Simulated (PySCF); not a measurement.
## CsZn⁺: from constants to spectrum

RHF-CCSD(T) constants of CsZn⁺, ¹Σ⁺ (singlet), closed shell (PySCF, scalar-relativistic core potentials, basis sets Cs def2-SVP with ECP46, Zn def2-SVP; masses 132.9054 and 63.9291 u):

| Quantity | Value |
| --- | --- |
| ωe | 50.6 cm⁻¹ |
| ωexe | 0.578 cm⁻¹ |
| Be | 0.025082 cm⁻¹ |
| αe | 0.000269 cm⁻¹ |
| D (centrifugal) | 2.46e-08 cm⁻¹ |
| De to Cs⁺ + Zn | 0.188 eV |

Q: Estimate the standard entropy (1 bar) and heat capacity of the ideal gas at 298.15 K, rigid rotor with B0 and harmonic oscillator at the fundamental.

A: Translation (Sackur–Tetrode, M = 196.83 u): 174.7 J/(mol K). Rotation: q = kT/(σB0) = 8310 with σ = 1, 83.4. Vibration: x = hcν0/kT = 0.239, 20.25. S° = 278.3 J/(mol K); Cp = 7R/2 + 8.28 = 37.4 J/(mol K).

Correlated steps freeze 5 core orbitals. The bond is weak. Basis-set superposition, not corrected here, can be much of De in a small basis, most of all at correlated wavefunction levels. Spin–orbit coupling is left out. For an ion De counts to the pair picked by the measured ionisation energies or electron affinities, which need not be the lowest pair at this level.
